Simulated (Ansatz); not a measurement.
The cluster Be2Se. The state is a triplet with charge 0. Geometry r2SCAN-D4/def2-TZVP; atoms count from 1.

Cartesian coordinates in Å:
```
Be 0.055 -0.158 1.458
Be 0.798 -0.313 -1.192
Se -0.852 0.470 -0.267
```

At PBE0-D4/def2-TZVP a broken-symmetry singlet of charge 0 lies 0.21 eV below the triplet, each at its own geometry. The structure comes from a short search, and lower isomers may exist.

Question: Estimate the Mulliken populations from the PBE0/def2-TZVP orbitals of Ansatz.

Answer: 
| atom | charge (e) | spin (α − β) |
| --- | --- | --- |
| Be1 | 0.03 | 0.95 |
| Be2 | 0.03 | 0.95 |
| Se3 | -0.05 | 0.09 |
Mulliken values and Mayer orders depend strongly on the basis.

Question: Where does the spin sit?

Answer: Summed by element: Be 1.91, Se 0.09, of 2 unpaired in all. Largest on single atoms: Be1 0.95, Be2 0.95, Se3 0.09.

Question: And the Mayer bond orders between bonded heavy atoms (over 0.3)?

Answer: Be1–Se3 1.27 (2.05 Å); Be2–Se3 1.27 (2.05 Å).
